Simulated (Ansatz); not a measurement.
`C[Si](N)(O)[SiH3]` and `C[Si](O)(O)[SiH3]` differ in one atom or group.

Ansatz, PBE0-D4/def2-TZVP geometries, multiplicity 1. Each molecule was computed in one conformer, which needn't be the lowest.

```csv
property,`C[Si](N)(O)[SiH3]`
HOMO energy (B3LYP/def2-TZVPP) / eV,-6.89
HOMO–LUMO gap (B3LYP/def2-TZVPP) / eV,7.10
HOMO–LUMO gap (PBE/def2-TZVPP) / eV,5.46
size of the dipole moment (B3LYP/def2-TZVPP) / D,2.51
size of the dipole moment (ωB97M-V/def2-TZVPP) / D,2.51
HOMO–LUMO gap (ωB97M-V/def2-TZVPP) / eV,11.23
```

Task: What does the change do to each property? (Estimate.)

Result: The calculation gave: 
| property | `C[Si](O)(O)[SiH3]` | shift |
| --- | --- | --- |
| HOMO energy (B3LYP/def2-TZVPP) / eV | -7.32 | -0.43 |
| HOMO–LUMO gap (B3LYP/def2-TZVPP) / eV | 7.39 | 0.29 |
| HOMO–LUMO gap (PBE/def2-TZVPP) / eV | 5.74 | 0.28 |
| size of the dipole moment (B3LYP/def2-TZVPP) / D | 2.55 | 0.04 |
| size of the dipole moment (ωB97M-V/def2-TZVPP) / D | 2.57 | 0.06 |
| HOMO–LUMO gap (ωB97M-V/def2-TZVPP) / eV | 11.49 | 0.26 |

With PBE0 the HOMO falls by 0.42 eV and the LUMO falls by 0.14 eV, so the gap widens by about 0.28 eV. PBE moves the HOMO by -0.45 eV and ωB97M-V by -0.37 eV. Dipoles are sizes alone; their direction can turn.

B3LYP here is the variant with VWN-RPA as its local correlation; programs differ in this.
